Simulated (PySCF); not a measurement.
Dipole moment and polarisability across levels of theory

Species: BrH4PSi.
Numbering: `[PH2:1][SiH2:2][Br:3]` (hydrogens: H4, H5 on P1; H6, H7 on Si2)

Geometry (PBE0-D3(BJ)/def2-SVP, Å), atoms numbered from 1 in this order:
```
atom  x, y, z in Å
P1     0.8838   -0.5514   -0.9485
Si2   -1.1615    0.0566   -0.2147
Br3   -2.6205   -1.4736   -0.9177
H4     1.0152   -1.5799    0.0331
H5     1.5304    0.4323   -0.1340
H6    -1.5238    1.3670   -0.8255
H7    -1.2863    0.1443    1.2685
```

PySCF, dipoles from the SCF density, polarisabilities from static response with core orbitals frozen. Isolated species at its PBE0-D3(BJ)/def2-SVP geometry (one conformer only). Relativistic effects, spin–orbit coupling among them, are left out although an element past zinc is present.

**Question.** Compare the levels for these properties.

**Answer.** 

```
              level  μ (D)  α (Å³)  anisotropy (Å³)
      LDA/def2-SVPD  1.665   12.08             4.27
      PBE/def2-SVPD  1.572   11.91             4.23
    B3LYP/def2-SVPD  1.647   11.62             4.00
     PBE0/def2-SVPD  1.698   11.53             3.96
BHandHLYP/def2-SVPD  1.770   11.24             3.74
CAM-B3LYP/def2-SVPD  1.745   11.43             3.82
  wB97X-D/def2-SVPD  1.755   11.43             3.85
  LC-wPBE/def2-SVPD  1.822   11.17             3.67
       HF/def2-SVPD  1.920   10.87             3.42
        PBE0/6-31G*  2.114    9.12             3.95
      PBE0/def2-SVP  1.829    9.30             3.62
   PBE0/aug-cc-pVDZ  1.725   11.61             4.08
     PBE0/def2-TZVP  1.637   10.77             4.06
    PBE0/def2-TZVPD  1.621   11.71             4.03
   PBE0/aug-cc-pVTZ  1.643   11.75             4.05
```

The anisotropy is √(½[(α1 − α2)² + (α2 − α3)² + (α3 − α1)²]). The dipole runs from 1.57 D (PBE/def2-SVPD) to 2.11 D (PBE0/6-31G*). No reference polarisability is at hand; against PBE0 in the largest diffuse basis at hand (aug-cc-pVTZ) the other PBE0 rows deviate by 6-31G* -22%, def2-SVP -21%, def2-SVPD -2%, aug-cc-pVDZ -1%, def2-TZVP -8%, def2-TZVPD 0%. In one basis (def2-SVPD) the functionals order the polarisability from HF (lowest) to LDA (highest), a spread of 11%. With PBE0 the polarisability is 9.73 Å³ without diffuse functions (mean of 6-31G*, def2-SVP and def2-TZVP) and 11.65 Å³ with them (mean of def2-SVPD, aug-cc-pVDZ, def2-TZVPD and aug-cc-pVTZ).

Without π bonds the low states are Rydberg-like; a valence basis with one diffuse set may place them up to an eV too high.
